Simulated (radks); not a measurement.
The numbers below are computed, except where a source is named.
Q: The table gives one normalised radial function P(r) = r R(r) of Nb in [Kr] 4d4 5s1 (r in bohr). Code: a radial shooting solver on a logarithmic mesh with Libxc functionals. Model: scalar-relativistic Kohn-Sham, Slater X-alpha with alpha = 0.64, spin-polarised, spherical densities, finite nucleus; open shells are filled with parallel spins first (spin-orbit coupling, left out, can overturn this in heavy ions); Fermi nuclear charge, rms radius 4.324 fm.

r,P
0.001221,0.0113
0.001926,0.0170
0.003039,0.0250
0.004794,0.0357
0.007625,0.0489
0.01203,0.0610
0.01898,0.0650
0.02995,0.0474
0.04725,-0.0046
0.07454,-0.0789
0.1176,-0.1053
0.187,0.0057
0.2951,0.1587
0.4656,0.0664
0.7346,-0.2233
1.159,-0.1786
1.829,0.2845
2.885,0.5825
4.589,0.4243
7.24,0.1346
11.42,0.0152
18.02,0.0004

Which n and l does it have? It may be an empty orbital.

A: n = 5, l = 0: the number of nodes gives n - l - 1 = 4, the rise at small r (about r^(l+1), flatter next to the nucleus through relativity) gives l, and the extent must fit the shell. The curve is that of 5s up; the table hardly tells the two spins apart. 5s up: eigenvalue -4.107 eV, 4 radial nodes at r = 0.0458, 0.184, 0.518, 1.41 bohr, <r> = 3.66 bohr, 90 % of the charge inside 5.47 bohr.
